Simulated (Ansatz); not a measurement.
Geometry optimisation, RKS PBE/def2-SVP (Ansatz 0.2.0).

The input (input.yaml):

```yaml
crystal:
  periodic: [false, false, false]
  atoms:
    - { symbol: W, position_ang: [0.0, 0.0, 0.0] }
    - { symbol: O, position_ang: [0.0, 0.0, 2.29] }
    - { symbol: H, position_ang: [-0.9095, -0.2814, 2.6271] }
    - { symbol: H, position_ang: [1.72, 0.0, 0.0] }
    - { symbol: H, position_ang: [0.0, 1.72, 0.0] }
    - { symbol: H, position_ang: [-1.72, 0.0, 0.0] }
    - { symbol: F, position_ang: [0.0, -1.85, 0.0] }
    - { symbol: H, position_ang: [0.0, 0.0, -1.72] }
    - { symbol: O, position_ang: [1.4672, -1.5382, 0.7063] }
    - { symbol: Si, position_ang: [1.1253, -3.169, 0.9211] }
    - { symbol: H, position_ang: [1.4937, -3.9069, -0.2836] }
    - { symbol: H, position_ang: [1.8867, -3.6811, 2.0567] }
    - { symbol: H, position_ang: [-0.3021, -3.338, 1.1771] }
    - { symbol: H, position_ang: [0.9133, -0.9575, 1.8652] }
basis:
  gaussian: { orbitals: def2-SVP }
hamiltonian:
  xc: pbe
relax:
  f_tol: 0.15
  max_steps: 25
  restrain:
    - { distance: [0, 8], at: 1.94, k: 30.0 }
    - { distance: [13, 1], at: 1.01, k: 30.0 }
    - { distance: [0, 1], at: 3.14, k: 30.0 }
    - { distance: [13, 8], at: 2.21, k: 30.0 }
```

Launched with:

```bash
$ ansatz run input.yaml --threads 4 --pin off --max-ram 5120MiB --backend cpu --events-out ev --progress --plain --runs-dir out
```

Q: Where does it end, and by what steps?

A: It converged. The restraints hold the end off the free minimum; the threshold counts their pulls, which the force column leaves out. Restrained pairs: W1–O9 (2.24 → 1.93 Å), O2–H14 (1.39 → 0.99 Å), W1–O2 (2.29 → 3.13 Å), O9–H14 (1.41 → 2.21 Å). After 22 steps the energy has fallen by 10.716 eV (the restraints' own energy left out); F7 moved furthest, 2.25 Å. The start is strongly strained (largest force component 12 eV/Å), so its close contacts needn't be bonds.

| step | energy less start (eV) | largest force component (eV/Å) | accepted |
| --- | --- | --- | --- |
| 0 | 0.0000 | 12.240 | yes |
| 1 | -2.3693 | 9.662 | yes |
| 2 | -4.4946 | 6.912 | yes |
| 3 | -6.4621 | 3.176 | yes |
| 4 | -8.0284 | 1.650 | yes |
| 5 | -8.8363 | 0.690 | yes |
| 6 | -9.1860 | 1.427 | yes |
| 7 | -9.3824 | 1.336 | yes |
| 8 | -9.6657 | 1.730 | yes |
| 9 | -9.9343 | 1.254 | yes |
| 10 | -10.0742 | 0.973 | yes |
| 11 | -10.2288 | 0.535 | yes |
| 12 | -10.2935 | 0.854 | yes |
| 13 | -10.3967 | 0.971 | yes |
| 14 | -10.4597 | 1.205 | yes |
| 15 | -10.5057 | 0.856 | yes |
| 16 | -10.5678 | 0.659 | yes |
| 17 | -10.6075 | 0.843 | yes |
| 18 | -10.6201 | 0.967 | yes |
| 19 | -10.6798 | 0.805 | yes |
| 20 | -10.7004 | 0.719 | yes |
| 21 | -10.6845 | 1.219 | no |
| 22 | -10.7155 | 0.725 | yes |

```xyz
14
Properties=species:S:1:pos:R:3
W -0.212 -0.523 -0.311
O 0.337 0.209 2.678
H -0.597 0.343 2.935
H 1.446 -0.286 -0.102
H 0.289 1.097 -0.164
H -1.264 0.584 0.440
F -1.169 -1.169 -1.801
H 0.673 0.099 -1.601
O 0.109 -2.046 0.835
Si 1.196 -3.349 0.986
H 1.748 -3.721 -0.360
H 2.313 -2.966 1.919
H 0.408 -4.492 1.560
H 0.397 -0.781 2.626
```

Run time: 53 s on 4 threads of Arm Neoverse V2 (shared host), peak memory 0.21 GiB.
